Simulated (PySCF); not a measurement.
## Telling isomers of C₆H₉ClSi apart by NMR

- GFN2-xTB structure
- shielding tensors at PBE0/pcSseg-1 (GIAO)
- code: PySCF
- one averaged value for each set of equivalent atoms, in vacuum, relativity neglected, one conformer

Scale: TMS for ¹H (31.72 ppm), ¹³C (186.93 ppm) (reference shieldings calculated alike). Where no couplings were computed, multiplicities follow the n + 1 count of equivalent neighbours, and m marks all less simple cases (inequivalent or close neighbours, rings, F or P nearby). Shifts are as computed. Against solution values, carbons near 30 ppm lie about +3 ppm off and those near 130 ppm about +5 ppm; carbons on Cl a further +6 ppm. Of 1211 compounds with measured shifts, 218 miss one by over three times the rms of a fit or turn the order of signals round; such compounds aren't used in these exercises. Carbons bonded to Cl come out too deshielded.

(1) Tabulate the signals of `CC#C[SiH2]C/C=C/Cl`, `C=C=C(C)[Si@H](Cl)C=C`, `C=C(C#C[SiH2]C)CCl`, `C#CC/C(Cl)=C(/C)[SiH3]` and their relative energies.

(2) What is the quickest way to tell C=C=C(C)[Si@H](Cl)C=C from C#CC/C(Cl)=C(/C)[SiH3]?

(3) What is the quickest way to tell CC#C[SiH2]C/C=C/Cl from C=C(C#C[SiH2]C)CCl?

(4) What is the quickest way to tell CC#C[SiH2]C/C=C/Cl from C#CC/C(Cl)=C(/C)[SiH3]?

Answers

(1) 
| SMILES | carbon types | δC | δH | E rel. (kcal/mol) |
| --- | --- | --- | --- | --- |
| CC#C[SiH2]C/C=C/Cl | 2×C 2×CH 1×CH2 1×CH3 | 137.0, 129.0, 116.2, 80.4, 21.0, 6.0 | 6.01 (m, 1H), 6.01 (m, 1H), 4.40 (t, 2H), 2.10 (s, 3H), 1.73 (m, 2H) | 30.3 |
| C=C=C(C)[Si@H](Cl)C=C | 2×C 1×CH 2×CH2 1×CH3 | 222.0, 143.4, 143.1, 92.0, 72.1, 17.2 | 6.56 (m, 1H), 6.38 (m, 1H), 6.07 (m, 1H), 5.56 (m, 1H), 4.70 (s, 2H), 1.89 (s, 3H) | 0.0 |
| C=C(C#C[SiH2]C)CCl | 3×C 2×CH2 1×CH3 | 137.1, 135.4, 113.4, 100.6, 55.2, -4.8 | 5.98 (m, 1H), 5.96 (m, 1H), 4.54 (q, 2H), 4.13 (s, 2H), 0.38 (t, 3H) | 28.8 |
| C#CC/C(Cl)=C(/C)[SiH3] | 3×C 1×CH 1×CH2 1×CH3 | 149.2, 131.2, 84.1, 77.6, 33.6, 26.1 | 4.27 (s, 3H), 3.23 (d, 2H), 2.18 (s, 3H), 1.55 (t, 1H) | 49.8 |

Energies are electronic energies at PBE0/pcSseg-1 on these geometries, without zero-point or thermal terms, each for the one conformer computed, which needn't be the lowest.

(2) Both give the same number of carbon signals, but DEPT or the intensities differ. The first has a central carbon of an allene (C) at 222.0 ppm, the second a terminal alkyne carbon (CH) at 77.6 ppm. Their most deshielded carbons lie at 222.0 and 149.2 ppm. In the proton spectra the most deshielded non-exchanging signals are 6.56 (m, 1H) and 4.27 (s, 3H).

(3) Both give the same number of carbon signals, but DEPT or the intensities differ. The first has an alkene CH at 137.0 ppm, the second a terminal =CH2 carbon at 135.4 ppm. Their most deshielded carbons lie at 137.0 and 137.1 ppm.

(4) Both give the same number of carbon signals, but DEPT or the intensities differ. The first has an alkene CH at 137.0 ppm, the second a terminal alkyne carbon (CH) at 77.6 ppm. Their most deshielded carbons lie at 137.0 and 149.2 ppm. In the proton spectra the most deshielded non-exchanging signals are 6.01 (m, 1H) and 4.27 (s, 3H).
